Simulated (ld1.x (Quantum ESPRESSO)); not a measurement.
# aluminium, PAW: configuration errors across variants

aluminium, PAW, made with ld1.x (Quantum ESPRESSO) 7.5 (LDA (PZ), non-relativistic). Core [Ne], reference 3s1 3p0 (charge +2). Waves: 3s (bound): rcut 1.95, rcutus 2.10 bohr; 3s channel at 1.1 Ry: rcut 1.95, rcutus 2.10 bohr; 3p (bound, empty): rcut 2.05, rcutus 2.50 bohr; 3p channel at 3.2 Ry: rcut 2.05, rcutus 2.50 bohr; 3d channel at 0.3 Ry: rcut 1.70, rcutus 1.95 bohr; 3d channel at 2.3 Ry: rcut 1.70, rcutus 1.95 bohr. Local part: all-electron potential smoothed inside 1.60 bohr (lloc = -1). Core correction: Bessel-smoothed model core inside 1.30 bohr. Augmentation charge: PSQ, inside the norm-conserving radii.

All-electron excitation energies from the reference (eV): (1) 3s2 3p1 -25.199; (2) 3s2 3p0 -19.343; (3) 3s2 3p0.5 -23.070; (4) 3s0 3p3 -14.764; (5) 3s1 3p1 -13.562; (6) 3s1 3p2 -20.077; (7) 3s2 3p1.3 -25.799; (8) 3s1 3p0 spin -0.427; (9) 3s2 3p1 spin -25.335.

Spin tests fill each open shell by Hund’s rule, majority spin first.

Errors AE − PS in meV (a dash: test not solved or not reliable):

```tsv
change	(1)	(2)	(3)	(4)	(5)	(6)	(7)	(8)	(9)	bound ghosts
base	-19	-14	-18	-2.3	-6.2	-9.1	-19	-2.2	-19	none
waves 3p (bound): rcut 1.66, rcutus 1.76 bohr; 3p channel at 3.2 Ry: rcut 1.66, rcutus 1.76 bohr	-19	-14	-18	-2.9	-6.1	-9.3	-19	-2.2	-19	none
waves 3p (bound): rcut 1.84, rcutus 1.94 bohr; 3p channel at 3.2 Ry: rcut 1.84, rcutus 1.94 bohr	-20	-14	-18	-3.8	-6.3	-10	-19	-2.2	-20	none
waves 3p (bound): rcut 2.05, rcutus 2.76 bohr; 3p channel at 3.2 Ry: rcut 2.05, rcutus 2.76 bohr	-16	-14	-17	+3.5	-5.2	-4.2	-15	-2.2	-16	none
waves 3p (bound): rcut 2.05, rcutus 3.10 bohr; 3p channel at 3.2 Ry: rcut 2.05, rcutus 3.10 bohr	-7.6	-14	-14	+20	-2.3	+9.6	-2.8	-2.2	-7.3	none
waves 3p (bound): rcut 2.05, rcutus 3.36 bohr; 3p channel at 3.2 Ry: rcut 2.05, rcutus 3.36 bohr	-4.5	-14	-13	+26	-1.3	+15	+1.4	-2.2	-4.1	none
waves 3p (bound): rcut 2.05, rcutus 3.78 bohr; 3p channel at 3.2 Ry: rcut 2.05, rcutus 3.78 bohr	-16	-14	-17	–	–	–	–	–	–	none
```

(1) Give the same row for: waves 3p (bound): rcut 2.05, rcutus 2.36 bohr; 3p channel at 3.2 Ry: rcut 2.05, rcutus 2.36 bohr.

Results:

(1) -20, -14, -18, -3.5, -6.4, -10, -20, -2.2, -20; bound ghosts: none.
